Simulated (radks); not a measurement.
Q: These are the eigenvalues of the occupied orbitals of an atom or ion with whole-number occupations (eV). Calculated with a radial shooting solver on a logarithmic mesh with Libxc functionals: non-relativistic Kohn-Sham, PBE, spin-polarised, spherical densities, point nucleus.

1s up: -29397.30
1s down: -29396.96
2s up: -4561.329
2s down: -4559.029
2p up: -4288.187
2p down: -4286.306
3s up: -1066.706
3s down: -1065.381
3p up: -953.5829
3p down: -952.0644
3d up: -744.2642
3d down: -742.1180
4s up: -341.7430
4s down: -332.8897
4p up: -301.2796
4p down: -292.5099
4d up: -231.2369

Which element is it, and in what charge state? The configuration may be excited. Open shells, if any, are filled with parallel spins first.

A: Z = 51, antimony, charge +11: Sb11+ in [Ar] 3d10 4s2 4p5 4d5. The list shows which subshells hold electrons but not how many an open one holds; the 1s level, -1080.3 hartree, gives Z - s = 46.5 by -(Z - s)^2/2, which with screening narrows Z to a few neighbours, and the depths of the outer levels then fix element, charge and occupations together.
